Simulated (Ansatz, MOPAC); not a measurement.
RbI (SMILES [Rb][I]): methods side by side

RbI, singlet, SMILES `[Rb][I]`. Each level relaxes the structure for itself.

Each level gives the harmonic wavenumber (cm⁻¹). The values are calculated.

**What was measured.** Huber and Herzberg, Constants of Diatomic Molecules gives the harmonic wavenumber of the gas as 139 cm⁻¹.

```json
{"level": "AM1", "kind": "semi-empirical", "program": "MOPAC", "value (cm⁻¹)": "143", "computed − measured": "+4"}
{"level": "MNDO", "kind": "semi-empirical", "program": "MOPAC", "value (cm⁻¹)": "109", "computed − measured": "-30"}
{"level": "PM6", "kind": "semi-empirical", "program": "MOPAC", "value (cm⁻¹)": "114", "computed − measured": "-25"}
{"level": "PM6-D3H4X", "kind": "semi-empirical", "program": "MOPAC", "value (cm⁻¹)": "114", "computed − measured": "-25"}
{"level": "SVWN5/def2-TZVP (core potential)", "kind": "LDA", "program": "Ansatz", "value (cm⁻¹)": "140", "computed − measured": "+1"}
{"level": "PBE-D3(BJ)/def2-TZVP (core potential)", "kind": "GGA", "program": "Ansatz", "value (cm⁻¹)": "131", "computed − measured": "-8"}
{"level": "r2SCAN/def2-TZVP (core potential)", "kind": "meta-GGA", "program": "Ansatz", "value (cm⁻¹)": "132", "computed − measured": "-7"}
{"level": "B3LYP-D4/def2-TZVP (core potential)", "kind": "global hybrid", "program": "Ansatz", "value (cm⁻¹)": "130", "computed − measured": "-9"}
{"level": "wB97X-V/def2-TZVP (core potential)", "kind": "range-separated hybrid", "program": "Ansatz", "value (cm⁻¹)": "135", "computed − measured": "-4"}
{"level": "CCSD(T)/def2-TZVP (core potential)", "kind": "coupled cluster or CI", "program": "Ansatz", "value (cm⁻¹)": "133", "computed − measured": "-6"}
```

Nearest: SVWN5/def2-TZVP (core potential) (+1 cm⁻¹); farthest: MNDO (-30 cm⁻¹). Computed less measured by kind, in cm⁻¹ (def2-TZVP rows): semi-empirical -30 to +4; LDA +1; GGA -8; meta-GGA -7; global hybrid -9; range-separated hybrid -4; coupled cluster or CI -6. Harmonic and unscaled. In the correlated wave-function rows the outer d shell of I is correlated, in sets not made for it.
